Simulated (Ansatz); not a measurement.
```xyz
2

Cl    0.0000    0.0000   -0.6144
F     0.0000    0.0000    1.1605
```

Basis set: cc-pVDZ (spherical functions). Correlated methods keep 6 orbitals frozen. Charge 0, multiplicity 1.

Computed with Ansatz (development build ahead of 0.2.0); each method stands on the lowest determinant of its kind that the runs found. Restricted open shells among the atoms or ions are ROHF, correlated in semicanonical orbitals with singles.

Task: Give the atomization energy at this shape (free ground-state atoms in the same class of orbitals less the molecule, no zero-point energy) of singlet ClF by RHF-MP2, RHF.

Result:

```json
{"method": "RHF-MP2", "atomization energy": "44.18 kcal/mol"}
{"method": "RHF", "atomization energy": "-3.61 kcal/mol"}
```
